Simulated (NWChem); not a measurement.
Molecule: CH5BOS; SMILES COBS

```xyz
9

B     -0.9624    -0.0476     0.0000
H     -2.1443    -0.2886     0.0000
O     -0.5799     1.2417     0.0000
C      0.7660     1.6491     0.0000
H      0.7949     2.7473     0.0000
H      1.2957     1.2803     0.8946
H      1.2957     1.2803    -0.8946
S      0.2656    -1.3887     0.0000
H     -0.6366    -2.3901     0.0000
```
Atoms are numbered in this order, from 1.

Program: NWChem. Coordinates come from a PBE0/def2-SVP optimisation. Hybrids' shares of exact exchange are those that their runs print; pure functionals count as 0. The functionals differ in more than this share.

```
row                    share of exact exchange  highest occupied level (eV)
---------------------  -----------------------  ---------------------------
PBE/def2-SVP                              0.00                        -6.39
RPBE/def2-SVP                             0.00                        -6.36
TPSSh/def2-SVP                            0.10                     withheld
B3LYP/def2-SVP                            0.20                        -7.35
MPW1K/def2-SVP                            0.43                        -8.62
BHandHLYP/def2-SVP                        0.50                        -8.73
Hartree-Fock/def2-SVP                     1.00                       -10.53
```

### Question
Fit a straight line of the last column on the one before it, predict the withheld value, and compare with the run.

### Answer

1. Means of the 6 shown rows: x = 0.355, y = -7.997. Slope Σ(x − x̄)(y − ȳ)/Σ(x − x̄)² = -3.039/0.7188 = -4.228; intercept -6.496.
2. The shown rows scatter about the line by 0.171 (root mean square); the largest residual is -0.31, at MPW1K/def2-SVP.
3. At x = 0.10 (TPSSh/def2-SVP; inside the shown range) the line gives -6.92.
4. The run gives -7.01, -0.09 from the line, 0.5 times the scatter.
